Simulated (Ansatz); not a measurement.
`CC(C)Cc1ccccc1` at its PBE0-D4/def2-TZVP geometry, where that method's forces vanish. Total charge 0; spin multiplicity 1.

```xyz
24

C     1.1332   -0.9845    2.7593
C     0.9281   -0.6142    1.2987
C     1.9435    0.4247    0.8503
C    -0.5108   -0.1357    1.0696
C    -0.8436    0.1143   -0.3711
C    -1.0509   -0.9531   -1.2418
C    -1.3258   -0.7384   -2.5825
C    -1.3998    0.5550   -3.0800
C    -1.1995    1.6270   -2.2245
C    -0.9245    1.4051   -0.8830
H     0.4288   -1.7568    3.0795
H     0.9861   -0.1118    3.4039
H     2.1453   -1.3577    2.9346
H     1.0739   -1.5166    0.6911
H     1.8213    0.6780   -0.2046
H     1.8335    1.3467    1.4312
H     2.9639    0.0617    0.9953
H    -0.6729    0.7801    1.6492
H    -1.1963   -0.8879    1.4748
H    -1.0003   -1.9682   -0.8597
H    -1.4876   -1.5837   -3.2421
H    -1.6171    0.7253   -4.1281
H    -1.2592    2.6418   -2.6018
H    -0.7692    2.2491   -0.2184
```

(1) What forces (eV/Å) does PBE-D4/def2-TZVPP give on these atoms in the Gaussian-basis code of Ansatz? (Estimate.)

## Answers

(1) Ansatz gave: 
```
C1   0.009 -0.031  0.027
C2   0.028 -0.007  0.020
C3   0.029  0.008 -0.022
C4  -0.055  0.009 -0.045
C5   0.024 -0.042  0.252
C6   0.010 -0.209  0.063
C7  -0.031 -0.181 -0.145
C8  -0.045  0.031 -0.229
C9  -0.011  0.223 -0.073
C10  0.032  0.190  0.106
H11 -0.136 -0.151  0.074
H12 -0.027  0.168  0.132
H13  0.200 -0.074  0.046
H14  0.024 -0.182 -0.123
H15 -0.013  0.061 -0.209
H16 -0.017  0.183  0.108
H17  0.205 -0.062  0.025
H18 -0.031  0.186  0.128
H19 -0.139 -0.156  0.092
H20  0.010 -0.223  0.086
H21 -0.037 -0.187 -0.146
H22 -0.048  0.037 -0.232
H23 -0.013  0.225 -0.084
H24  0.031  0.184  0.149
```
